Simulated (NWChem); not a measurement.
Molecule: BHClF; SMILES FBCl

```xyz
4

B     -0.5420    -0.5691     0.0000
H     -1.7288    -0.7598     0.0000
F      0.2891    -1.5835     0.0000
Cl     0.1080     1.0504     0.0000
```
Atoms are numbered in this order, from 1.

All runs: NWChem. Structure relaxed at the PBE0/def2-SVP level. Ions are spin-unrestricted doublets at the neutral geometry; other ion states weren't tried.

For level r2SCAN/def2-SVPD:

```
Item           Value
-------------  -----
−ε(HOMO) (eV)   8.49
```

Problem. What are these values for level BHandHLYP/def2-SVPD?

Solution. 
| Property | Result |
|---|---|
| −ε(HOMO) (eV) | 10.89 |
